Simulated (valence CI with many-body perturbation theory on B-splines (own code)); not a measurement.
# Yb38+: key properties

Method: relativistic CI+MBPT: four valence electrons over a frozen Dirac-Fock core [Ar] 3d10, radial functions for each j: 11 s, 11 p, 10 d, 8 f, 5 g, 2 h, with the one-electron correlation potential Σ1 (screened to all orders), the two-electron term Σ2, the three-electron term Σ3, Breit, model QED; selected single and double excitations, second order for the rest, scaled by the run's own slope (own B-spline code, finite nucleus).

The last digits are not significant, and no measured levels were compared; by estimate large intervals hold to a few tenths of a per cent, small ones and those within an open d or f shell to about a per cent. Among the levels kept, up to 410 cm⁻¹ of a level comes from second order outside the variational space, and about a tenth of that is noise between levels of different J, which matters for small intervals.

Levels are named by their leading jj configuration (3d3/2^4 stands for four electrons in 3d with j = 3/2), which in mixed levels can hold well under half, so a name can repeat and another be missing.

Rates and lifetimes use the calculated energies. Strong lines usually hold to 10 to 20 %, long lifetimes can be off by a factor of two.

(1) What is the ground level?

(2) Where does the other parity begin?

(3) Among levels below 40.967 Ry, which E1 lines absorb most strongly from the ground level?

(4) How well does LS coupling describe the low levels?

(5) Name the longest-lived excited levels whose lifetime is computed, and their main decay.

Answers

(1) (4s^2 4p1/2^2) J=0, composition 71 % 4s2 4p2 3P + 28 % 4s2 4p2 1S.

(2) At (4s 4p1/2^2 4p3/2) J=2, 11.248 Ry.

(3) to (4s^2 4p1/2 4d3/2) J=1 at 5.583 nm, f = 1.55; to (4s 4p1/2^2 4p3/2) J=1 at 7.445 nm, f = 0.512; to (4s 4p1/2 4p3/2^2) J=1 at 5.215 nm, f = 0.0617.

(4) Among the lowest 20 levels the leading LS term, summed over configurations, holds 63 % on average. For single configurations the figures are 60 % in LS and 89 % in jj coupling. Terms mix most in the J = 2 level at 17.160 Ry, where the leading one holds 37 %.

(5) (4s^2 4p1/2 4p3/2) J=2 at 5.213 Ry lives 22.0 μs, mostly by E2 to (4s^2 4p1/2^2) J=0; (4s^2 4p3/2 4d5/2) J=4 at 21.598 Ry lives 593 ns, mostly by M1 to (4s^2 4p1/2 4d5/2) J=3; (4s^2 4p1/2 4p3/2) J=1 at 4.923 Ry lives 502 ns, mostly by M1 to (4s^2 4p1/2^2) J=0.
